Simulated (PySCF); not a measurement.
A structure optimised at PBE-D3(BJ)/def2-SVP, used in a PySCF frequency run:

```xyz
15

C      1.9252    -0.1361     0.0000
C      0.5065     0.4093     0.0000
C     -0.5017    -0.0758    -1.0802
C     -1.6135    -0.0505     0.0000
C     -0.5017    -0.0758     1.0802
H      2.4898     0.1984    -0.8954
H      1.9233    -1.2469     0.0000
H      2.4898     0.1984     0.8954
H      0.5307     1.5214     0.0000
H     -0.6340     0.5446    -1.9900
H     -0.2675    -1.1143    -1.3974
H     -2.1608     0.9142     0.0000
H     -2.3579    -0.8718     0.0000
H     -0.2675    -1.1143     1.3974
H     -0.6340     0.5446     1.9900
```
Charge 0, spin multiplicity 1.

Write its SMILES, formula and point group.

CC1CCC1, C₅H₁₀, Cs

What are its rotational constants (standard atomic weights)?

9.5989, 4.0835, 3.2766 GHz
